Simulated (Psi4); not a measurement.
cyclohexane (C6H12), singlet, geometry from GFN2-xTB; HF/STO-3G (Psi4).

Psi4 was given this input:
```
memory 2 GB

molecule mol {
0 1
  C    -0.661974    1.122977   -0.673664
  C     0.754076    1.252992   -0.120377
  C     1.457871   -0.100801   -0.132521
  C     0.661974   -1.122977    0.673664
  C    -0.754076   -1.252992    0.120377
  C    -1.457871    0.100801    0.132521
  H    -0.614164    0.802162   -1.717117
  H    -1.163807    2.092742   -0.644689
  H     1.321419    1.973197   -0.714133
  H     0.708339    1.627269    0.905209
  H     1.553380   -0.449152   -1.163797
  H     2.463833   -0.001480    0.281356
  H     1.163807   -2.092742    0.644689
  H     0.614164   -0.802162    1.717117
  H    -1.321419   -1.973197    0.714133
  H    -0.708339   -1.627269   -0.905209
  H    -1.553380    0.449152    1.163797
  H    -2.463833    0.001480   -0.281356
}

set basis sto-3g
set reference rhf

energy('scf')
print_variables()
```

What the program printed (banner, timings and long lists left out):

```
   => Loading Basis Set <=

    Name: STO-3G
    Role: ORBITAL
    Keyword: BASIS

         ---------------------------------------------------------
                                   SCF
               by Justin Turney, Rob Parrish, Andy Simmonett
                          and Daniel G. A. Smith
                              RHF Reference
         ---------------------------------------------------------

  ==> Geometry <==

    Molecular point group: ci
    Full point group: Ci

    Geometry (in Angstrom), charge = 0, multiplicity = 1:

       Center              X                  Y                   Z               Mass
    ------------   -----------------  -----------------  -----------------  -----------------
         C           -0.661974000000     1.122977000000    -0.673664000000    12.000000000000
         C            0.754076000000     1.252992000000    -0.120377000000    12.000000000000
         C            1.457871000000    -0.100801000000    -0.132521000000    12.000000000000
         C            0.661974000000    -1.122977000000     0.673664000000    12.000000000000
         C           -0.754076000000    -1.252992000000     0.120377000000    12.000000000000
         C           -1.457871000000     0.100801000000     0.132521000000    12.000000000000
         H           -0.614164000000     0.802162000000    -1.717117000000     1.007825032230
         H           -1.163807000000     2.092742000000    -0.644689000000     1.007825032230
         H            1.321419000000     1.973197000000    -0.714133000000     1.007825032230
         H            0.708339000000     1.627269000000     0.905209000000     1.007825032230
         H            1.553380000000    -0.449152000000    -1.163797000000     1.007825032230
         H            2.463833000000    -0.001480000000     0.281356000000     1.007825032230
         H            1.163807000000    -2.092742000000     0.644689000000     1.007825032230
         H            0.614164000000    -0.802162000000     1.717117000000     1.007825032230
         H           -1.321419000000    -1.973197000000     0.714133000000     1.007825032230
         H           -0.708339000000    -1.627269000000    -0.905209000000     1.007825032230
         H           -1.553380000000     0.449152000000     1.163797000000     1.007825032230
         H           -2.463833000000     0.001480000000    -0.281356000000     1.007825032230

  Running in ci symmetry.

  Rotational constants: A =      0.14579  B =      0.14579  C =      0.08380 [cm^-1]
  Rotational constants: A =   4370.56216  B =   4370.56116  C =   2512.34225 [MHz]
  Nuclear repulsion =  257.470119865120580

  Charge       = 0
  Multiplicity = 1
  Electrons    = 48
  Nalpha       = 24
  Nbeta        = 24

  ==> Algorithm <==

  SCF Algorithm Type is DF.
  DIIS enabled.
  MOM disabled.
  Fractional occupation disabled.
  Guess Type is SAD.
  Energy threshold   = 1.00e-06
  Density threshold  = 1.00e-06
  Integral threshold = 1.00e-12

  ==> Primary Basis <==

  Basis Set: STO-3G
    Blend: STO-3G
    Number of shells: 30
    Number of basis functions: 42
    Number of Cartesian functions: 42
    Spherical Harmonics?: true
    Max angular momentum: 1

   => Loading Basis Set <=

    Name: (STO-3G AUX)
    Role: JKFIT
    Keyword: DF_BASIS_SCF

  ==> Integral Setup <==

  SCF_SUBTYPE=INCORE selected. In-core MEM_DF algorithm will be used.
  Using in-core AOs.

  ==> MemDFJK: Density-Fitted J/K Matrices <==

    J tasked:                   Yes
    K tasked:                   Yes
    wK tasked:                   No
    Algorithm:                 Core
    Schwarz Cutoff:           1E-12
    Mask sparsity (%):       1.0204
    Fitting Condition:        1E-10

   => Auxiliary Basis Set <=

  Basis Set: (STO-3G AUX)
    Blend: DEF2-UNIVERSAL-JKFIT
    Number of shells: 222
    Number of basis functions: 666
    Number of Cartesian functions: 774
    Spherical Harmonics?: true
    Max angular momentum: 4

  Minimum eigenvalue in the overlap matrix is 1.9426081818E-01.
  Reciprocal condition number of the overlap matrix is 7.7381529755E-02.
    Using symmetric orthogonalization.

  ==> Pre-Iterations <==

  SCF Guess: Superposition of Atomic Densities via on-the-fly atomic UHF (no occupation information).

   -------------------------
    Irrep   Nso     Nmo
   -------------------------
     Ag        21      21
     Au        21      21
   -------------------------
    Total      42      42
   -------------------------

  ==> Iterations <==

                           Total Energy        Delta E     RMS |[F,P]|

   @DF-RHF iter SAD:  -226.19692907333638   -2.26197e+02   0.00000e+00
   @DF-RHF iter   1:  -231.46766130073343   -5.27073e+00   4.54974e-03 DIIS/ADIIS
   @DF-RHF iter   2:  -231.48057814663747   -1.29168e-02   9.31103e-04 DIIS/ADIIS
   @DF-RHF iter   3:  -231.48124144366753   -6.63297e-04   2.26240e-04 DIIS/ADIIS
   @DF-RHF iter   4:  -231.48127614547724   -3.47018e-05   1.11432e-05 DIIS
   @DF-RHF iter   5:  -231.48127624486131   -9.93841e-08   7.21315e-07 DIIS
  Energy and wave function converged.

  ==> Post-Iterations <==

    Orbital Energies [Eh]
    ---------------------

    Doubly Occupied:

       1Au   -11.034746     1Ag   -11.034721     2Ag   -11.034721
       2Au   -11.034461     3Au   -11.034461     3Ag   -11.034192
       4Ag    -1.077750     4Au    -0.963013     5Au    -0.963013
       5Ag    -0.790356     6Ag    -0.790356     6Au    -0.721779
       7Ag    -0.618571     7Au    -0.574353     8Ag    -0.569007
       9Ag    -0.569007     8Au    -0.490609     9Au    -0.490609
      10Au    -0.472205    11Au    -0.449187    12Au    -0.449187
      10Ag    -0.417622    11Ag    -0.383588    12Ag    -0.383588

    Virtual:

      13Au     0.578476    14Au     0.611794    15Au     0.611794
      13Ag     0.632031    14Ag     0.667877    15Ag     0.667877
      16Ag     0.714919    17Ag     0.714919    18Ag     0.745136
      16Au     0.749124    17Au     0.749124    18Au     0.782159
      19Ag     0.802944    20Ag     0.802944    21Ag     0.811616
      19Au     0.815048    20Au     0.845435    21Au     0.845435

    Final Occupation by Irrep:
             Ag    Au
    DOCC [    12,   12 ]
    NA   [    12,   12 ]
    NB   [    12,   12 ]

  @DF-RHF Final Energy:  -231.48127624486131

   => Energetics <=

    Nuclear Repulsion Energy =            257.4701198651205800
    One-Electron Energy =                -823.1405732787198986
    Two-Electron Energy =                 334.1891771687379560
    Total Energy =                       -231.4812762448613057

Computation Completed

Properties will be evaluated at   0.000000,   0.000000,   0.000000 [a0]

Properties computed using the SCF density matrix

 Multipole Moments:

 ------------------------------------------------------------------------------------
     Multipole            Electronic (a.u.)      Nuclear  (a.u.)        Total (a.u.)
 ------------------------------------------------------------------------------------

 L = 1.  Multiply by 2.5417464519 to convert [e a0] to [Debye]
 Dipole X            :          0.0000000           -0.0000000           -0.0000000
 Dipole Y            :          0.0000000            0.0000000            0.0000000
 Dipole Z            :          0.0000000           -0.0000000           -0.0000000
 Magnitude           :                                                    0.0000000

 ------------------------------------------------------------------------------------

  Variable Map:
  ----------------------------------------------------------------------------
  "CURRENT ENERGY"           =>    -231.481276244861
  "CURRENT REFERENCE ENERGY" =>    -231.481276244861
  "DD SOLVATION ENERGY"      =>       0.000000000000
  "HF KINETIC ENERGY"        =>     229.442667132262
  "HF POTENTIAL ENERGY"      =>    -460.923943377123
  "HF TOTAL ENERGY"          =>    -231.481276244861
  "HF VIRIAL RATIO"          =>       2.008885048008
  "NUCLEAR REPULSION ENERGY" =>     257.470119865121
  "ONE-ELECTRON ENERGY"      =>    -823.140573278720
  "PCM POLARIZATION ENERGY"  =>       0.000000000000
  "PE ENERGY"                =>       0.000000000000
  "SCF ITERATION ENERGY"     =>    -231.481276244861
  "SCF ITERATIONS"           =>       5.000000000000
  "SCF TOTAL ENERGY"         =>    -231.481276244861
  "TWO-ELECTRON ENERGY"      =>     334.189177168738

  Array Variable Map:
  ----------------------------------------------------------------------------
  "CURRENT DIPOLE"           =>      -0.000000000000 ... -0.000000000000 1 by 3
  "SCF DIPOLE"               =>      -0.000000000000 ... -0.000000000000 1 by 3
  "SCF TOTAL ENERGIES"       =>    -226.196929073336 ... -231.481276244861 1 by 6
```
